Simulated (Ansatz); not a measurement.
Relaxation of BrCl₃FGeH (7 atoms, charge 0, multiplicity 1), to a largest force component of 0.03 eV/Å in at most 50 steps.

Theory: RKS B3LYP/def2-SVP in Ansatz 0.2.0.

```xyz
7
Properties=species:S:1:pos:R:3
Ge -0.571 -0.001 -0.437
F 0.112 0.005 2.381
Cl 1.529 -0.004 0.024
Cl -0.859 1.776 -1.630
Cl -0.860 -1.774 -1.636
Br -2.493 -0.004 0.972
H -0.605 0.002 2.967
```

**Question.** Where does it end, and by what steps?

**Answer.** The forces met the threshold. After 14 steps the energy has fallen by 0.349 eV; F2 moved furthest, 1.01 Å.

| step | energy less start (eV) | largest force component (eV/Å) | accepted |
| --- | --- | --- | --- |
| 0 | 0.0000 | 0.514 | yes |
| 1 | -0.1225 | 1.026 | yes |
| 2 | -0.2036 | 1.739 | yes |
| 3 | -0.2623 | 1.668 | yes |
| 4 | -0.3043 | 1.637 | yes |
| 5 | -0.3342 | 0.102 | yes |
| 6 | -0.3367 | 0.381 | yes |
| 7 | -0.2656 | 2.115 | no |
| 8 | -0.3457 | 0.098 | yes |
| 9 | -0.3341 | 0.959 | no |
| 10 | -0.3478 | 0.048 | yes |
| 11 | -0.3484 | 0.185 | yes |
| 12 | -0.3486 | 0.077 | yes |
| 13 | -0.3489 | 0.039 | yes |
| 14 | -0.3490 | 0.002 | yes |

```xyz
7
Properties=species:S:1:pos:R:3
Ge -0.665 -0.003 -0.738
F 0.235 0.013 3.382
Cl 1.299 -0.009 0.115
Cl -0.940 1.756 -1.935
Cl -0.944 -1.751 -1.951
Br -2.240 -0.010 0.966
H -0.490 0.004 2.802
```

Whether the end is a true minimum wasn't checked by a vibrational analysis.

Run time: 31 s on 4 threads of Intel(R) Xeon(R) 6975P-C (Granite Rapids) (shared host), peak memory 0.48 GiB.
